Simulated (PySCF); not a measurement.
Correlation energy of Mn⁺ (manganese, charge +1)

[Ar] 3d6, high-spin 5D determinant (an excited configuration). All numbers are calculated (PySCF 2.14, the non-relativistic Hamiltonian (point nucleus), in aug-cc-pVTZ (8s7p5d3f2g, 93 functions)). Frozen: [Ar]; 6 electrons correlated.

```json
{"level": "CCSD", "correlation energy (mhartree)": "-139.61"}
{"level": "(T)", "correlation energy (mhartree)": "-4.40"}
{"level": "CCSD(T)", "correlation energy (mhartree)": "-144.01"}
```

Diagnostics: T1 = 0.012, D1 = 0.0239, largest double amplitude 0.030.

**Question.** Is a single reference adequate?

**Answer.** Yes: T1 lies below 0.03 and no double amplitude reaches 0.07.
